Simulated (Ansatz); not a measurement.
`N[SiH](O)[SbH2]` → `N[Si]O` + stibine  (silylene formation by 1,1-elimination)

Calculated with Ansatz (gas phase, PBE0-D4/def2-TZVP geometries, no zero-point term in ΔE). CCSD(T)/CBS is the MP2 limit (def2-TZVPP, def2-QZVPP) plus CCSD(T) − MP2 in def2-TZVPP, frozen cores. This one scheme is used for every species. Elements past krypton have def2 core potentials. For Sb outer-core shells are correlated without core-valence functions, which leaves a few kJ/mol of doubt a bond. Each species was taken in one conformer, which may not be the lowest.

```csv
species,CCSD(T)/def2-SVP energy (Eh)
`N[SiH](O)[SbH2]`,-661.50028
`N[Si]O`,-420.31634
`[SbH3]`,-241.13293
```

(1) Work out ΔE.

(2) What do rigid-rotor, harmonic-oscillator terms from PBE0-D4/def2-TZVP frequencies (298.15 K, 1 bar) make of the CCSD(T)/CBS value? (Estimate.)

Largest T1 diagnostic among the species: 0.014.

## Answers

(1) ΔE = (-420.31634) + (-241.13293) − (-661.50028) = 0.05101 Eh = +133.9 kJ/mol. CCSD(T)/CBS gives +162.6 kJ/mol.

(2) Ansatz gave: ΔZPE = -10.8 kJ/mol, ΔH = +153.3 kJ/mol, ΔS = 141 J/(mol·K), ΔG = +111.2 kJ/mol.

From BLYP to BHLYP (50 % exact exchange), in def2-TZVPP and without D4, ΔE moves by +33.3 kJ/mol. In def2-TZVPP, CCSD(T) changes the Hartree–Fock value by +7.7 kJ/mol (the triples alone add +2.0 kJ/mol) and MP2 by +26.0 kJ/mol. The D4 term adds +16.8 kJ/mol with B3LYP and +9.3 kJ/mol with PBE0; it sums over pairs of atoms, weighted by their polarisabilities, and B3LYP, whose exchange is more repulsive, gets the larger term.

B3LYP here is the variant with VWN-RPA as its local correlation; programs differ in this.
